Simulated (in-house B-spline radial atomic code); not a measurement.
Configurations of the oxygen ion O⁴⁺, with energies counted from [He] 2s2. Level of theory: Dirac-Hartree-Fock, average of configuration, Fermi nucleus of rms radius 2.6991 fm; calculated with a radial B-spline atomic code at the basis-set limit. Energies include first-order Breit, QED and recoil terms.

```csv
configuration,E - E(ref) (eV),highest orbital,its <r> (bohr)
[He] 2s1 3d1,72.467,3d5/2,2.029
[He] 2s1 4p1,88.525,4p3/2,4.33
[He] 2s1 4f1,89.806,4f7/2,3.59
[He] 2s1 5f1,97.466,5f7/2,6.285
[He] 2s1 5g1,97.485,5g9/2,5.499
[He] 2s1 6d1,101.53,6d5/2,10.07
[He] 2s1 6f1,101.63,6f7/2,9.582
```

Order these further configurations by energy, lowest first.
A. [He] 2s1 6g1
B. [He] 2s1 2p1
C. [He] 2s1 5d1
D. [He] 2s1 6p1
E. [He] 2s1 5p1

B (10.495 eV), E (96.832 eV), C (97.295 eV), D (101.27 eV), A (101.64 eV).

How far above the reference does [He] 2s1 3p1 lie?

70.021 eV; its least bound orbital is 3p3/2 with <r> = 2.296 bohr.

How far above the reference does [He] 2s1 4d1 lie?

89.464 eV; its least bound orbital is 4d5/2 with <r> = 4.113 bohr.
